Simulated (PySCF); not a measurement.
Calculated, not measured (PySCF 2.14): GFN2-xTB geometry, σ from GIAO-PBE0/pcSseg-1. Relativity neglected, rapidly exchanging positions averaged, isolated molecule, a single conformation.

δ = σ(ref) − σ, references computed at the same level: $^{1}$H (31.72 ppm), $^{13}$C (186.93 ppm) against TMS. Shifts are as computed. Against solution values, carbons near 30 ppm lie about +3 ppm off and those near 130 ppm about +5 ppm; carbons on Cl a further +6 ppm. Of 1309 compounds with measured shifts, 239 miss one by over three times the rms of a fit or turn the order of signals round; such compounds aren't used in these exercises. Carbons bonded to Cl come out too deshielded. OH and NH positions are gas-phase values without hydrogen bonding to other molecules.

Question: Order these molecules by the shift of their most shielded carbon, lowest δ first.
A. C[C@H](O)/C(=N\[SiH3])C1CC1
B. CN[Si@H]1C=C[SiH2]C=C1Cl
C. COC(F)(F)[SiH3]

Answer: A (15.5 ppm, three-membered-ring carbon), B (30.5 ppm, methyl carbon bonded to N), C (49.4 ppm, methyl carbon bonded to O).

Question: Order these molecules by the shift of their most shielded carbon-bound hydrogen, lowest δ first.
A. CN[Si@H]1C=C[SiH2]C=C1Cl
B. COC(F)(F)[SiH3]
C. C[C@H](O)/C(=N\[SiH3])C1CC1
D. N#C[C@@H]1[C@@H](Cl)C[C@H]1[SiH2][SiH3]

Answer: C (0.82 ppm, hydrogen on a three-membered-ring carbon), D (1.73 ppm, hydrogen on an sp3 CH bonded to Si), A (2.87 ppm, hydrogen on a methyl carbon bonded to N), B (3.87 ppm, hydrogen on a methyl carbon bonded to O).

Question: How many $^{13}$C and $^{1}$H signals does each give (equivalence by symmetry and fast rotation, but not about amide C–N or C=N bonds)? `CN[Si@H]1C=C[SiH2]C=C1Cl`, `N#C[C@@H]1[C@@H](Cl)C[C@H]1[SiH2][SiH3]`, `COC(F)(F)[SiH3]`, `C[C@H](O)/C(=N\[SiH3])C1CC1`

Answer: CN[Si@H]1C=C[SiH2]C=C1Cl: 5 C, 8 H; N#C[C@@H]1[C@@H](Cl)C[C@H]1[SiH2][SiH3]: 5 C, 8 H; COC(F)(F)[SiH3]: 2 C, 2 H; C[C@H](O)/C(=N\[SiH3])C1CC1: 6 C, 9 H.
